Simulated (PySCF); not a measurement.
## Electron correlation in Hf⁺ (hafnium, charge +1)

[Xe] 4f14 5d1 6s1 6p1, one real determinant (an excited configuration). Calculation: PySCF 2.14, in aug-cc-pVTZ-PP with one added diffuse shell each of s, p, d, f, g type with ECP60MDF (7s7p6d4f3g, 113 functions); scalar relativity through the core potential. Frozen: 5s2 5p6; 3 electrons correlated.

MP2 pair energies summed by pair of shells (mhartree):

```tsv
pair	energy	share (%)
5d-6s	-3.46	44.3
5d-6p	-2.50	32.0
6s-6p	-1.85	23.6
```

Total MP2 correlation energy: -7.82 mhartree.

Same-spin part -7.82 and opposite-spin part 0.00 mhartree; SCS-MP2 scales them by 1/3 and 6/5 to -2.61 mhartree.

The reference is one real determinant that mixes LS terms of this configuration.
